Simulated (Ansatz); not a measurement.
Species: dimethoxyborinic acid, C$_{2}$H$_{7}$BO$_{3}$, charge 0, multiplicity 1. SMILES: COB(O)OC
Structure (B3LYP-D3(BJ)/def2-TZVP (Ansatz, a first-principles code) minimum search):
```
B
O 1 1.3628
O 1 1.3664 2 120.29
O 1 1.3724 2 120.36 3 180.00
H 4 0.9620 1 111.99 2 -180.00
C 3 1.4232 1 120.68 2 0.00
H 6 1.0887 3 107.37 1 -180.00
H 6 1.0917 7 109.39 3 120.58
H 6 1.0917 7 109.39 8 118.84
C 2 1.4235 1 120.70 3 -180.00
H 10 1.0887 2 107.36 1 180.00
H 10 1.0916 11 109.39 2 -120.56
H 10 1.0916 11 109.39 12 -118.88
```
Charge 0, spin multiplicity 1.

Wanted: vertical ionisation energy (to the doublet state of charge +1; each state is the SCF solution reached for its spin; for the doublet T1 is 0.047), in eV. Cores are frozen in the correlated levels unless marked. UHF or UKS for open shells. No spin-orbit coupling. Non-relativistic. CBS marks a two-point X^-3 extrapolation of the correlation energy; Hartree-Fock from the larger set.

```csv
level,program,vertical ionisation energy (eV)
HF/aug-cc-pVDZ,Ansatz,9.86
HF/aug-cc-pVTZ,Ansatz,9.87
HF/aug-cc-pVQZ,Ansatz,9.87
SVWN5/def2-TZVPD,Ansatz,9.97
PBE/def2-TZVPD,Ansatz,9.80
r2SCAN/def2-TZVPD,Ansatz,9.99
B3LYP/def2-TZVPD,Ansatz,10.28
PBE0/def2-TZVPD,Ansatz,10.29
BHLYP/def2-TZVPD,Ansatz,10.62
CAM-B3LYP/def2-TZVPD,Ansatz,10.58
wB97M-V/def2-TZVPD,Ansatz,10.62
wB97X-V/def2-TZVPD,Ansatz,10.64
B2PLYP/def2-TZVPD,Ansatz,10.52
MP2/aug-cc-pVDZ,Ansatz,11.22
RI-MP2/aug-cc-pVTZ,Ansatz,11.39
RI-MP2/aug-cc-pVQZ,Ansatz,11.46
"RI-MP2/CBS(aug-cc-pVTZ,aug-cc-pVQZ)",Ansatz,11.51
SCS-MP2/aug-cc-pVDZ,Ansatz,11.15
CCSD/aug-cc-pVDZ,Ansatz,10.75
CCSD(T)/aug-cc-pVDZ,Ansatz,10.70
```
